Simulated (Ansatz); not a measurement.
Reaction (cleavage of the Si–Si bond): `[AlH2][O]C[SiH2][SiH3]` + `[OH][GeH]([F])[SH]` → `[OH][GeH]([F])[S][SiH3]` + `[AlH2][O]C[SiH3]`

Gas-phase electronic energies from Ansatz, PBE0-D4/def2-TZVP geometries. CCSD(T)/CBS is the MP2 limit (def2-TZVPP, def2-QZVPP) plus CCSD(T) − MP2 in def2-TZVPP, frozen cores. Functionals use def2-TZVPP. For Ge outer-core shells are correlated without core-valence functions, which leaves a few kJ/mol of doubt a bond. Scalar relativity is left out up to krypton. One conformer a species, not always the lowest.

`[AlH2][O]C[SiH2][SiH3]`:

```xyz
14

Al    0.827   -2.658   -1.745
O     1.190   -1.133   -1.113
C     0.836   -0.468    0.074
Si   -0.398    0.926   -0.295
Si   -1.034    2.047    1.662
H     1.402   -2.968   -3.179
H    -0.040   -3.650   -0.864
H     0.398   -1.151    0.817
H     1.736   -0.043    0.536
H    -1.602    0.324   -0.938
H     0.205    1.889   -1.256
H    -2.011    3.127    1.356
H     0.152    2.658    2.322
H    -1.664    1.101    2.624
```

`[OH][GeH]([F])[SH]`:

Cartesian coordinates in Å:
```
O 0.057 -1.405 0.713
Ge -0.232 0.301 0.407
F 0.754 1.235 1.482
S 0.494 0.932 -1.575
H 0.938 -1.686 0.452
H -1.700 0.560 0.733
H -0.311 0.063 -2.210
```

`[OH][GeH]([F])[S][SiH3]`:

Z-matrix (Å, degrees):
```
Ge
F 1 1.739
S 1 2.184 2 111.1
O 1 1.764 2 104.1 3 116.1
H 1 1.529 2 106.5 3 -123.1
Si 3 2.154 1 98.1 2 84.7
H 4 0.962 1 111.8 2 18.8
H 6 1.482 3 110.8 1 -47.4
H 6 1.483 3 103.7 1 -165.5
H 6 1.480 3 111.5 1 76.4
```

`[AlH2][O]C[SiH3]`:

Z-matrix (Å, degrees):
```
C
O 1 1.407
Si 1 1.891 2 109.8
H 1 1.097 2 109.4 3 120.3
H 1 1.100 2 112.1 3 -121.9
Al 2 1.691 1 133.6 3 110.9
H 3 1.489 1 108.8 2 -59.5
H 3 1.490 1 110.3 2 -179.2
H 3 1.486 1 110.4 2 59.9
H 6 1.584 2 118.4 1 2.8
H 6 1.576 2 116.1 1 -177.5
```

| level | ΔE (eV) |
| --- | --- |
| r2SCAN | -0.58 |
| HF/def2-QZVPP | -0.70 |

Task: What does CCSD(T)/CBS give? (Estimate.)

Result: Computed: -0.64 eV. The listed levels differ from it by 0.06, -0.06 eV.

Largest T1 diagnostic among the species: 0.014.

From PBE to PBE0 (25 % exact exchange), in def2-TZVPP and without D4, ΔE moves by −0.06 eV. The D4 term adds −0.04 eV with B3LYP and −0.02 eV with PBE0; it sums over pairs of atoms, weighted by their polarisabilities, and B3LYP, whose exchange is more repulsive, gets the larger term.

B3LYP here is the variant with VWN-RPA as its local correlation; programs differ in this.
